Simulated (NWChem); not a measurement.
System: SeCl2, triplet; SMILES of the neutral closed-shell parent [Se](Cl)Cl

```xyz
3

Se     0.0000     0.0000     0.2760
Cl    -2.2025     0.0000    -0.2760
Cl     2.2025     0.0000    -0.2760
```
Atoms are numbered in this order, from 1.

In the optimisation the excess spin sits in a' and a" (Cs, its own frame). The geometry was optimised at PBE0/def2-SVP, spin-unrestricted. This spin state was assumed; another may lie lower. No stability test was run on the SCF state.

Symmetry labels are those of C2v in the frame above (b1 and b2, or b-type labels, depend on it).

Task: List the 6 lowest vertical excitations from PBE/def2-SVPD, spin-unrestricted, TDA (NWChem).

Result: 
```
state    energy (eV)  oscillator strength  symmetry of the excitation  <S²>
-------  -----------  -------------------  --------------------------  ----
state 1         2.03                0.000                          a1  2.01
state 2         2.33                0.000                          b1  2.00
state 3         2.52                0.001                          b2  2.01
state 4         2.55                0.007                          a2  2.00
state 5         2.83                0.000                          b1  2.00
state 6         3.11                0.000                          a1  2.00
```
